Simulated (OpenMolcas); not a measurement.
## Co: effect of the active space

```
Program             : OpenMolcas
Method              : SS-CASPT2, IPEA 0.25 Eh, imaginary shift 0.1 Eh
Basis               : ANO-RCC-VQZP
Scalar Hamiltonian  : DKH2, point nucleus
Spin-orbit coupling : state interaction with AMFI integrals over the reference wave functions, term energies averaged over their components
```

A. 7 electrons in 5 orbitals (3d); 2S+1 = 4 even, 10 roots; 2S+1 = 2 even, 40 roots (35 in the spin-orbit step); closed shells correlated: 3s 3p 4s; CASPT2 step about 21 core-seconds
B. 9 electrons in 6 orbitals (3d 4s); 2S+1 = 4 even, 20 roots; 2S+1 = 2 even, 40 roots kept (CI in the orbitals of an earlier block); closed shells correlated: 3s 3p; CASPT2 step about 40 core-seconds

Energies in cm-1 above 3d7 4s2 4F 9/2, the measured ground level; measured values from NIST Handbook of Basic Atomic Spectroscopic Data.

```json
{"Level": "3d7 4s2 4F 9/2", "A": "0.0", "B": "0.0", "Measured": "0.0"}
{"Level": "3d7 4s2 4F 7/2", "A": "814", "B": "768", "Measured": "816"}
{"Level": "3d7 4s2 4F 5/2", "A": "1410", "B": "1332", "Measured": "1407"}
{"Level": "3d7 4s2 4F 3/2", "A": "1817", "B": "1716", "Measured": "1809"}
{"Level": "3d7 4s2 4P 5/2", "A": "15020", "B": "15030", "Measured": "13795"}
{"Level": "3d7 4s2 4P 3/2", "A": "15290", "B": "15240", "Measured": "14036"}
{"Level": "3d7 4s2 2G 9/2", "A": "15650", "B": "16580", "Measured": ""}
{"Level": "3d7 4s2 4P 1/2", "A": "15660", "B": "15620", "Measured": "14399"}
{"Level": "3d7 4s2 2G 7/2", "A": "16430", "B": "17310", "Measured": ""}
{"Level": "3d7 4s2 2P 3/2", "A": "20600", "B": "19460", "Measured": ""}
{"Level": "3d7 4s2 2H 11/2", "A": "21090", "B": "22560", "Measured": ""}
{"Level": "3d7 4s2 2P 1/2", "A": "21550", "B": "20100", "Measured": ""}
{"Level": "3d7 4s2 2H 9/2", "A": "21780", "B": "23200", "Measured": ""}
{"Level": "3d7 4s2 2D 5/2", "A": "21960", "B": "22550", "Measured": ""}
{"Level": "3d7 4s2 2D 3/2", "A": "23300", "B": "23550", "Measured": ""}
```

Deviations, from unrounded energies. A percentage is the sum of absolute deviations over the sum of measured energies, with the sign that they share, or ± where signs differ.

```
                        Against measurement  Levels     A     B
             mean absolute deviation (cm-1)       6   630   650
      fine structure of the ground term (%)       3  ±0.3  -5.4
other terms of the ground configuration (%)       3  +8.9  +8.7
```

A, B lie about equally close to measurement. The largest miss of A in the table is 3d7 4s2 4P 1/2, by +1300 cm-1. The ranking rests on the paired levels alone, and a cruder setting can come out closer through cancelling errors.

The spin-orbit steps hold different terms of 3d7 4s2 (B lacks 2F), which shifts levels as well.

The two smallest mean deviations differ by little beside CASPT2's spread within terms, so their order carries little weight.

Between A and B the level of the table that moves most is 3d7 4s2 2H 11/2, by 1500 cm-1 (lowest in A, highest in B). Moves below CASPT2's spread within the term are not significant.

CASPT2 does not keep the components of a term degenerate, so their means are used; among the terms shown or strongly mixed into the levels shown the widest spread is 1200 cm-1 (3d7 4s2 4F, B). The CASPT2 spread within a term exceeds the gap to the next term for 3d7 4s2 2P and 3d7 4s2 2H, 3d7 4s2 2H and 3d7 4s2 2D, so the order of their levels is uncertain (figures for A; the like holds for B). Some high roots are left out of the spin-orbit mixing, which shifts the levels that they would mix with (holds for A). With the s shell closed, the reference lacks s² → p², s² → d² and s → d mixing, so excited terms can stand far too high and out of order, with CASPT2 too (holds for A). Terms from blocks run as CI alone lack orbitals of their own (holds for B). Measured partners are found by configuration, term and J. A level has none where our copy of the source lacks it or the pairing is in doubt (some pairs that miss far off the trend of their configuration count as doubtful), and it then counts in no deviation. Levels of configurations outside the active space are missing. Levels that lie high or do not pair safely by name in every column are left out.
